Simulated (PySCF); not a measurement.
Species: C6H7N2P.
Cartesian coordinates in Å at the GFN2-xTB level; atoms count from 1:
```xyz
16
C6H7N2P angstrom
C      4.1087   -0.9382   -0.1548
C      3.0349   -0.4288    0.0228
C      1.8061    0.2034    0.2763
N      0.7015   -0.1924   -0.3194
N     -0.3210    0.5396    0.0615
C     -1.6313    0.2078   -0.4401
C     -2.3017   -0.8419    0.4424
C     -0.0580    1.5096    0.9545
P      1.6045    1.5748    1.3952
H      5.0374   -1.3952   -0.3240
H     -1.5016   -0.1838   -1.4515
H     -2.2333    1.1190   -0.4786
H     -2.4304   -0.4663    1.4553
H     -3.2763   -1.0986    0.0373
H     -1.6885   -1.7388    0.4787
H     -0.8587    2.1388    1.3002
```

Computed, not measured: TDDFT CAM-B3LYP/def2-SVPD, vertical, gas phase, core orbitals frozen in the response in PySCF 2.14.0, density-fitted response routines.

Transition dipole moments from the ground state, in atomic units and in the frame of the coordinates above (overall signs are arbitrary), for the states with f of 0.002 or more among the lowest 8:

```csv
state,E (hartree),μx,μy,μz
S1,0.1915,-0.577,0.702,0.470
S2,0.1992,-0.781,-0.002,-0.096
S4,0.2168,0.134,0.155,-0.196
S6,0.2225,1.282,-0.105,0.197
S8,0.2315,0.021,0.105,-0.182
```

(1) Work out the oscillator strengths.

(2) Which bond between heavy atoms lies closest to the direction of the S6 transition dipole?

(3) What angle do the transition dipoles of S2 and S4 make?

(4) What peak molar absorption coefficient would the strongest computed level give as a lone Gaussian band 0.5 eV wide at half height?

## Answers

(1) f = (2/3) ΔE |μ|² with ΔE in hartree (27.2114 eV).

```json
{"state": "S1", "|μ|² (au)": "1.047", "|μ| (D)": "2.60", "f": "0.134"}
{"state": "S2", "|μ|² (au)": "0.620", "|μ| (D)": "2.00", "f": "0.082"}
{"state": "S4", "|μ|² (au)": "0.080", "|μ| (D)": "0.72", "f": "0.012"}
{"state": "S6", "|μ|² (au)": "1.692", "|μ| (D)": "3.31", "f": "0.251"}
{"state": "S8", "|μ|² (au)": "0.045", "|μ| (D)": "0.54", "f": "0.007"}
```

(2) C8–P9, at 9° from it; next N5–C6 at 22°.

(3) |cos θ| = |μa·μb| / (|μa| |μb|) = 0.39, so θ ≈ 67° (taken between 0 and 90°, since the signs are arbitrary).

(4) ε(max) = 2.175×10⁸ f / FWHM, with the width in cm⁻¹. S6: 2.175×10⁸ × 0.2511 / 4033 ≈ 14000 L mol⁻¹ cm⁻¹.

One conformer stands for the species.
